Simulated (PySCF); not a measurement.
C₆H₇F.
Z-matrix (Å and degrees, GFN2-xTB geometry), rows numbered from 1:
```
C 
C   1  1.3109
C   2  1.4365  1  152.79
F   3  1.3215  2  147.93  1    -0.70
C   3  1.3220  2   64.56  1  -179.81
C   5  1.4703  2  147.33  3   178.49
C   6  1.5308  5  110.76  2   -59.63
H   1  1.0761  2  121.43  3    -0.10
H   1  1.0757  2  121.33  3   179.82
H   6  1.0930  5  109.70  2   178.43
H   6  1.0943  5  108.43  2    60.00
H   7  1.0875  6  110.48  5   -62.15
H   7  1.0869  6  110.21  5    57.75
H   7  1.0870  6  110.19  5   177.85
```

Method used: CAM-B3LYP/def2-SVPD in PySCF (dipole) on a GFN2-xTB geometry, gas phase.

Masses are those of the commonest isotopes; rigid-rotor values at the optimised geometry. The values belong to one conformer with, in the numbering `[CH2:1]=[C:2]1[C:3]([F:4])=[C:5]1[CH2:6][CH3:7]`, C3–C5–C6–C7 118°.

(1) What are A, B and C (MHz)?

(2) What kind of rotor is it?

(3) Is it planar, by Δ = Ic − Ia − Ib?

(4) Give the other two planar moments, Paa and Pbb, and the rms extents of the mass along the axes.

(5) Give the coordinates in the principal-axis frame, origin at the centre of mass.

(6) Where do the levels up to J = 2 lie, in K?

(7) Which types of transition are allowed, and where do some lines up to J = 5 fall?

Results:

(1) Ia = 147.01, Ib = 263.36, Ic = 382.14 u·Å²; 505379 MHz·u·Å²/I gives A = 3438, B = 1919, C = 1323 MHz.

(2) An asymmetric top: κ = (2 × 1919 − 3438 − 1323)/(3438 − 1323) = -0.44.

(3) Not planar: Δ = Ic − Ia − Ib = -28.24 u·Å². For a rigid frame Δ = −2 Σ m c², so Σ m c² = 14.12 u·Å² lies off the ab plane: 5.50 from hydrogen and 8.62 from heavier atoms. The atom farthest from that plane is 1.52 Å away.

(4) Paa = Σ m a² = (Ib + Ic − Ia)/2 = 249.25 and Pbb = Σ m b² = (Ia + Ic − Ib)/2 = 132.89 u·Å². With the mass M = 98.05 u, the rms extents √(P/M) along a, b and c are 1.59, 1.16, 0.38 Å.

(5) The sense of each axis is arbitrary; atoms in the order of the calculation.
| atom | mass (u) | a (Å) | b (Å) | c (Å) |
| --- | --- | --- | --- | --- |
| C1 | 12.000 | 0.976 | -2.203 | -0.016 |
| C2 | 12.000 | 0.647 | -0.936 | 0.058 |
| C3 | 12.000 | 0.947 | 0.467 | -0.004 |
| F4 | 18.998 | 1.854 | 1.411 | -0.187 |
| C5 | 12.000 | -0.311 | 0.167 | 0.269 |
| C6 | 12.000 | -1.698 | 0.565 | 0.551 |
| C7 | 12.000 | -2.644 | 0.040 | -0.533 |
| H8 | 1.008 | 1.984 | -2.509 | -0.234 |
| H9 | 1.008 | 0.248 | -2.980 | 0.141 |
| H10 | 1.008 | -1.763 | 1.654 | 0.615 |
| H11 | 1.008 | -1.990 | 0.140 | 1.516 |
| H12 | 1.008 | -2.389 | 0.467 | -1.500 |
| H13 | 1.008 | -2.570 | -1.042 | -0.603 |
| H14 | 1.008 | -3.670 | 0.306 | -0.296 |

(6) Above 0(0,0), as E/k:
J = 1: 1(0,1) 0.156, 1(1,1) 0.228, 1(1,0) 0.257
J = 2: 2(0,2) 0.460, 2(1,2) 0.511, 2(1,1) 0.597, 2(2,1) 0.816, 2(2,0) 0.822
The levels of one J sum to (2J + 1)J(J + 1)(A + B + C)/3.

(7) The dipole components are |μa| = 2.30 D, |μb| = 0.89 D, |μc| = 0.36 D. Intensities carry the squares of the components, which stand as 1.00 : 0.15 : 0.02 (a : b : c). Some lines, for components of 0.1 D or more:

```
type  branch         J(Ka,Kc)    MHz  lower level (cm⁻¹)
   c       Q  4(2,3) ← 4(1,3)   2821               1.226
   b       Q  2(1,1) ← 2(0,2)   2856               0.320
   b       R  3(0,3) ← 2(1,2)   8130               0.355
   b       Q  5(1,4) ← 5(0,5)   8516               1.503
   a       R  3(1,2) ← 2(1,1)  10515               0.415
   b       R  4(0,4) ← 3(1,3)  11235               0.647
   c       Q  5(4,2) ← 5(3,2)  11966               2.207
   a       R  4(2,3) ← 3(2,2)  12852               0.891
   b       R  5(1,4) ← 4(2,3)  14019               1.320
   a       R  5(0,5) ← 4(0,4)  14442               1.022
   b       R  3(2,1) ← 2(1,2)  16742               0.355
   b       R  5(5,1) ← 4(4,0)  32582               2.055
   c       R  5(5,1) ← 4(4,1)  32585               2.055
```

No frequency check. Constants of a rigid frame at the computed geometry: no zero-point averaging, no centrifugal distortion. A rigid rotor knows nothing of internal rotation, which can split or shift real lines.
